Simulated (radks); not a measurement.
Results of a calculation; reference values are marked as such.
Spherical quantum dot in the effective-mass picture: electrons in a hard-walled sphere of radius 1.82, all in effective atomic units (hartree* = m*/eps^2 hartree, bohr* = eps/m* bohr), one dielectric constant everywhere. Level of theory: non-relativistic Kohn-Sham, PBEsol, spin-polarised, spherical densities (a radial shooting solver with Libxc functionals). Levels are named by radial order and angular momentum (1s, 1p, 1d, 2s, ...), and open shells are averaged over m. Results are scaled to m* = 0.352 and eps = 14.4, for which hartree* = 46.19 meV and bohr* = 2.165 nm. Each electron was tried in the lowest free levels, single moves between levels near the top were tried too, and the lowest total energy was kept; such a search can miss a lower state. At N = 1 the Hartree and exchange-correlation terms need not cancel, so that row can carry a self-interaction error.

| N | open shells | 2S | E (meV) | mu = E(N) - E(N-1) (meV) | addition energy mu(N+1) - mu(N) (meV) | e(HOMO) (meV) | rms radius (nm) |
|---|---|---|---|---|---|---|---|
| 1 | 1s(up 1, down 0) | 1 | 69.7584 | 69.758 | 42.36 | 85.757 | 2.103 |
| 2 | none | 0 | 181.877 | 112.12 | 98.83 | 128.19 | 2.154 |
| 3 | 1p(up 1, down 0) | 1 | 392.825 | 210.95 | 32.37 | 226.86 | 2.281 |
| 4 | 1p(up 2, down 0) | 2 | 636.147 | 243.32 | 33.40 | 259.93 | 2.349 |
| 5 | 1p(up 3, down 0) | 3 | 912.865 | 276.72 | 43.84 | 293.56 | 2.394 |
| 6 | 1p(up 3, down 1) | 2 | 1233.42 | 320.55 | 31.70 | 336.16 | 2.430 |
| 7 | 1p(up 3, down 2) | 1 | 1585.68 | 352.26 | 32.66 | 368.50 | 2.459 |
| 8 | none | 0 | 1970.60 | 384.92 | 112.8 | 401.40 | 2.483 |
| 9 | 1d(up 1, down 0) | 1 | 2468.31 | 497.71 | 31.46 | 513.39 | 2.518 |
| 10 | 1d(up 2, down 0) | 2 | 2997.48 | 529.17 | 31.69 | 544.98 | 2.548 |
| 11 | 1d(up 3, down 0) | 3 | 3558.33 | 560.86 | 31.82 | 576.75 | 2.573 |
| 12 | 1d(up 4, down 0) | 4 | 4151.01 | 592.68 | 31.90 | 608.62 | 2.594 |
| 13 | 1d(up 5, down 0) | 5 | 4775.60 | 624.58 | 41.32 | 640.55 | 2.614 |
| 14 | 1d(up 5, down 1) | 4 | 5441.50 | 665.91 | 31.01 | 681.36 | 2.631 |
| 15 | 1d(up 5, down 2) | 3 | 6138.42 | 696.92 | 31.24 | 712.51 | 2.646 |
| 16 | 1d(up 5, down 3) | 2 | 6866.58 | 728.16 | 31.39 | 743.84 | 2.660 |
| 17 | 1d(up 5, down 4) | 1 | 7626.13 | 759.55 | 31.48 | 775.28 | 2.673 |
| 18 | none | 0 | 8417.16 | 791.03 | 124.0 | 806.79 | 2.685 |
| 19 | 2s(up 1, down 0) | 1 | 9332.18 | 915.02 | 35.57 | 934.94 | 2.673 |
| 20 | 2s(up 1, down 0) 1f(up 1, down 0) | 2 | 10282.8 | 950.59 | 29.44 | 967.67 | 2.688 |
| 21 | 1f(up 3, down 0) | 3 | 11262.8 | 980.02 | 30.00 | 994.63 | 2.728 |
| 22 | 1f(up 4, down 0) | 4 | 12272.8 | 1010.0 | 30.81 | 1025.4 | 2.740 |
| 23 | 1f(up 5, down 0) | 5 | 13313.6 | 1040.8 | 30.83 | 1056.2 | 2.751 |
| 24 | 1f(up 6, down 0) | 6 | 14385.3 | 1071.7 | 30.85 | 1087.1 | 2.762 |
| 25 | 1f(up 7, down 0) | 7 | 15487.8 | 1102.5 | 39.61 | 1117.9 | 2.771 |
| 26 | 1f(up 7, down 1) | 6 | 16630.0 | 1142.1 | 30.36 | 1157.3 | 2.781 |
| 27 | 1f(up 7, down 2) | 5 | 17802.4 | 1172.5 | 30.44 | 1187.7 | 2.790 |
| 28 | 1f(up 7, down 3) | 4 | 19005.4 | 1202.9 | 30.49 | 1218.2 | 2.798 |
| 29 | 1f(up 7, down 4) | 3 | 20238.8 | 1233.4 | 30.53 | 1248.7 | 2.806 |
| 30 | 1f(up 7, down 5) | 2 | 21502.7 | 1263.9 | - | 1279.2 | 2.813 |

All shells are closed at N = 2, 8, 18 (there: 1s2 1p6 1d10); the second difference of the energy has clear peaks (12 % above both neighbours; the first and last values, which can be the largest, are not judged, and half-filled shells can peak too) at N = 2, 5, 8, 13, 18, 25.
